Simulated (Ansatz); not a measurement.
Name a neutral molecule of B, Se and H with size of the dipole moment (B3LYP/def2-TZVPP) between 0.40 and 0.70 D and HOMO–LUMO gap (B3LYP/def2-TZVPP) between 5.95 and 6.25 eV (Ansatz, PBE0-D4/def2-TZVP geometry).

`B[SeH]` (0.66 D, 6.03 eV). Other molecules can fit too; these were computed, each in one conformer that needn't be the lowest.

B3LYP here is the variant with VWN-RPA as its local correlation; programs differ in this.
